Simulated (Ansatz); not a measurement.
Potential energy curve for OLi (cation, charge +1), lowest singlet found (which spin is the ground state isn't settled by this scan).

Levels: RKS-PBE0 = restricted PBE0/aug-cc-pVDZ run with Ansatz (a first-principles code); RKS-B3LYP = restricted B3LYP/aug-cc-pVDZ in Ansatz; RCCSD(T) = CCSD(T) on RHF/aug-cc-pVDZ, frozen core run with Ansatz; RKS-PBE = restricted PBE/aug-cc-pVDZ in Ansatz; FCI = full CI/aug-cc-pVDZ, frozen core (Ansatz).

Cost and accuracy over the 14 points of the scan, with FCI as yardstick. Costs are rough ratios of core time within Ansatz on shared cores, each with its mean field (Kohn-Sham runs search longer for lower solutions than correlated ones do); the miss is the largest error against full CI of the curve after the mean shift, in kJ/mol.

```tsv
level	relative cost	largest error
RKS-PBE0	1	8.8
RKS-B3LYP	1	9.5
RCCSD(T)	2	1.5
RKS-PBE	3	5.8
```

Costs within a factor of two of each other count as equal.

The scan ran from 1.39 to 6.63 Å; beyond the distances shown full CI changes its symmetry label. The restricted form behind RKS-PBE0, RKS-B3LYP, RKS-PBE keeps the bonding electrons paired and can't separate into open-shell fragments. Also computed but left out beside FCI, since their determinant holds another spin at the minimum (<S²> over 0.7 above the pure value): UHF, UMP2, UCCSD, UCCSD(T), UKS-PBE0, UKS-B3LYP, UKS-PBE, UKS-B3LYP/6-31G*, UHF/STO-3G, UKS-B3LYP/LANL2DZ, UKS-LDA (SVWN5)/6-31G*.
